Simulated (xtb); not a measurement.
The xtb input:
```
$ xtb mol.xyz --gfn 0 --chrg -1 --uhf 1 --etemp 5000 --json

# file mol.xyz
18

C      2.16003671    -0.84148380     1.28348992
C      1.48553002     0.21229236     0.65084664
Si    -0.14889855     0.14298310    -0.14429729
C     -0.69079915     1.88714466    -0.74397338
C     -1.54961750    -0.52819582     1.03218291
C     -0.57164655    -0.99674437    -1.69937455
H      3.15184816    -0.71769966     1.69563799
H      1.65710004    -1.76847569     1.51246684
H      2.09272032     1.09805367     0.46627116
H     -1.69005540     2.14042272    -0.39585800
H     -0.69828317     1.95522380    -1.82938107
H     -0.01535944     2.65221175    -0.37399035
H     -1.69346264     0.11056415     1.90207867
H     -2.51593616    -0.63584450     0.53865174
H     -1.26598848    -1.51058701     1.40297596
H      0.03198809    -0.73622798    -2.56926471
H     -0.35240392    -2.03731939    -1.46279137
H     -1.61860908    -0.95016349    -2.00566385
```

Question: What does this run give for the total energy (a free energy at this electronic temperature), partial charges in atom order?

Answer: 
| Property | Result |
|---|---|
| total energy (a free energy at this electronic temperature) | -20.3962 Eh |
| partial charges in atom order | C1 -0.32, C2 -0.40, Si3 0.63, C4 -0.65, C5 -0.61, C6 -0.61, H7 0.04, H8 0.06, H9 0.08, H10 0.09, H11 0.09, H12 0.09, H13 0.08, H14 0.09, H15 0.09, H16 0.08, H17 0.09, H18 0.09 |
